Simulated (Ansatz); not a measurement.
(1) Predict a relaxed structure of B(H2S)Cl3 (BH₂SCl₃), charge 0, singlet, at PBE0-D4/def2-SVP (Ansatz).

Results:

(1) 
```tsv
atom	x (Å)	y (Å)	z (Å)
B1	0.417	0.230	0.717
S2	-0.948	-0.718	-0.663
H3	-1.364	0.381	-1.335
H4	-0.065	-1.067	-1.627
Cl5	-0.737	1.043	1.834
Cl6	1.413	1.334	-0.303
Cl7	1.284	-1.203	1.378
```
Point group Cs (tolerance 0.1 Å). This is one stationary point.
